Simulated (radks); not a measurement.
The numbers below are computed, except where a source is named.
Hg77+, configuration [He] 2s1 (the NIST ground configuration).

Code: a radial shooting solver on a logarithmic mesh with Libxc functionals. Model: Dirac Kohn-Sham, PBE, spin-unpolarised, spherical densities, point nucleus.

Energy parts (eV):
part                      energy
total                 -214241.04
kinetic                264970.15
electron-nucleus      -481809.75
Hartree                  4409.66
exchange-correlation    -1811.09

Orbitals (lengths in bohr, moments of r in powers of bohr; r(90%) holds 90 % of the orbital's charge):
orbital	occ.	eigenvalue (eV)	<1/r>	r(90%)
1s1/2	2	-93444.08	98.00	0.0302
2s1/2	1	-23428.92	25.33	0.103
2p1/2	0	-23220.36	25.19	0.0894
2p3/2	0	-21015.27	20.44	0.0995
3s1/2	0	-10058.76	10.63	0.226

The highest occupied level is 2s1/2 at -23429 eV. The density falls to 0.001 e/bohr^3 at r = 0.25 bohr.
